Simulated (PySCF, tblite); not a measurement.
Isomers of C2H11FS2Si3, one GFN2-xTB conformer each. Single-point energies are computed at PBE0/pcSseg-1 (PySCF, gas phase, no added dispersion term), electronic only.

Problem. Rank them by PBE0/pcSseg-1 energy, lowest first (kJ/mol).
A. `[CH3:1][S:2][CH2:3][Si@H:4]([SiH2:5][F:6])[S:7][SiH3:8]` with C1–S2–C3–Si4 180°, S2–C3–Si4–Si5 -63°, C3–Si4–Si5–F6 179°, C3–Si4–S7–Si8 177°
B. `[CH3:1][SiH2:2][S:3][Si@@H:4]([F:5])[SiH2:6][S:7][CH3:8]` with C1–Si2–S3–Si4 176°, Si2–S3–Si4–F5 159°, S3–Si4–Si6–S7 42°, Si4–Si6–S7–C8 -73°

Solution. B (0.0), A (116.9).

GFN2-xTB itself gives, in the same order: 0.0, 63.5. Both levels put the same isomer lowest.

Problem. Which frontier levels, dipoles and rotational constants go with these structures?

Solution. 
| SMILES | HOMO (eV, PBE0/pcSseg-1) | LUMO (eV) | dipole (D) | A, B, C (MHz) |
| --- | --- | --- | --- | --- |
| C[SiH2]S[Si@@H](F)[SiH2]SC | -6.79 | -1.17 | 2.28 | 903.5, 622.0, 417.8 |
| CSC[Si@H]([SiH2]F)S[SiH3] | -6.65 | -1.17 | 1.90 | 1246, 442.3, 342.2 |

Problem. What happens when harmonic zero-point energies from GFN2-xTB frequencies are added?

Solution. 
| SMILES | ZPE (kJ/mol) | electronic (kJ/mol) | with ZPE (kJ/mol) |
| --- | --- | --- | --- |
| C[SiH2]S[Si@@H](F)[SiH2]SC | 320.3 | 0.0 | 0.0 |
| CSC[Si@H]([SiH2]F)S[SiH3] | 312.5 | 116.9 | 109.1 |

The zero-point energies span 7.8 kJ/mol. The order is unchanged.
